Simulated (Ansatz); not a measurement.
```json
{"atom": "Si", "x (Å)": "-0.0825", "y (Å)": "-0.0730", "z (Å)": "-0.5715"}
{"atom": "O", "x (Å)": "-0.0435", "y (Å)": "0.0094", "z (Å)": "1.0401"}
```

Basis set: aug-cc-pVDZ (spherical functions). Frozen core: 6 orbitals. Charge 0, multiplicity 1.

Computed with Ansatz (development build ahead of 0.2.0); each method stands on the lowest determinant of its kind that the runs found. Restricted open shells among the atoms or ions are ROHF, correlated in semicanonical orbitals with singles.

The atomization energy at this shape (free ground-state atoms in the same class of orbitals less the molecule, no zero-point energy) of singlet SiO:

```csv
method,atomization energy
RHF,4.17 eV
```

What does RHF-MP2 give?

7.87 eV.
